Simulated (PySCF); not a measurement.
A GIAO shielding run with PySCF (density fitting, non-relativistic, gas phase) on `[SiH2](C[C@@H](C)C(=O)O)S[SiH3]`, C4H12O2SSi2:

```
$ OMP_NUM_THREADS=1 python probes_run.py task.json out

{"job": {"kind": "nmr", "xc": "PBE0", "basis": "pcSseg-1"}, "charge": 0, "multiplicity": 1}
C      2.833239    -1.027145     0.184625
C      1.380630    -0.555587     0.203973
C      0.713541    -0.622681    -1.164852
Si    -1.055949     0.075024    -1.175318
S     -1.937253    -0.457172     0.724544
Si    -3.928971     0.277854     0.512938
C      1.245478     0.843657     0.739686
O      0.446783     1.644522     0.315728
O      2.066384     1.134939     1.743793
H      3.428647    -0.398032    -0.474169
H      3.261268    -0.989739     1.182469
H      2.882537    -2.050558    -0.178919
H      0.810661    -1.183027     0.901781
H      1.312049    -0.063503    -1.884078
H      0.702658    -1.659235    -1.499465
H     -1.806929    -0.728133    -2.153279
H     -1.274435     1.472657    -1.501824
H     -4.570558    -0.424931    -0.591398
H     -3.880233     1.709519     0.246786
H     -4.532992    -0.033311     1.797378
H      1.894525     2.033492     2.069128
```

Hardware: 1 thread of an Arm Neoverse N1, shared host. The job also computes population analyses, field gradients.

Q: How large is the calculation?

A: 96 electrons, 234 basis functions and 1285 auxiliary functions.

Q: How long does it take, and how much memory does it need?

A: 85 s of wall time, with 14 SCF cycles and 5 response iterations; peak memory 1.1 GiB. Times on a shared host scatter by some tens of per cent.
